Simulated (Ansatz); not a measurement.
**Question.** Name a neutral molecule of Al, B, Si and H with LUMO energy (B3LYP/def2-TZVPP) between -3.15 and -2.85 eV and HOMO energy (B3LYP/def2-TZVPP) between -7.05 and -6.75 eV (Ansatz, PBE0-D4/def2-TZVP geometry).

**Answer.** `[SiH3][BH][AlH][SiH3]` (-2.96 eV, -6.90 eV). Other molecules can fit too; these were computed, each in one conformer that needn't be the lowest.

B3LYP here is the variant with VWN-RPA as its local correlation; programs differ in this.
